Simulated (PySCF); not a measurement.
Sn(OH)3 (H3O3Sn), SMILES [OH][Sn+]([OH])[OH], charge +1.

Geometry optimised at PBE0-D3(BJ)/def2-SVP. The multiplicity is an assumed one; other spin states were not compared. The isomer is the one that the SMILES or the coordinates give; other isomers of the formula were not compared. The def2 effective core potentials stand for the cores of Sn; spin–orbit coupling is left out. The values are those of a single conformer.

Calculation: IEF-PCM-B3LYP/def2-SVP run with PySCF.

The values are the electrostatic part of the solvation free energy, E(continuum) − E(gas) at the gas-phase geometry, in a cavity of scaled van der Waals radii (PySCF's table); cavitation and dispersion terms are not included. A continuum can't describe solvent molecules that bind to the metal. In vacuum the orbital gap is 5.59 eV.

### Question
Estimate the values in water (ε = 78.36), diethylether (ε = 4.24), toluene (ε = 2.37). (An estimate is asked for; the answer gives what the named calculation found.)

### Answer

```json
[
 {"solvent": "water", "ε": "78.36", "ΔG(elec) (kcal/mol)": "-68.4", "gap (eV)": "5.71"},
 {"solvent": "diethylether", "ε": "4.24", "ΔG(elec) (kcal/mol)": "-51.7", "gap (eV)": "5.68"},
 {"solvent": "toluene", "ε": "2.37", "ΔG(elec) (kcal/mol)": "-38.5", "gap (eV)": "5.65"}
]
```
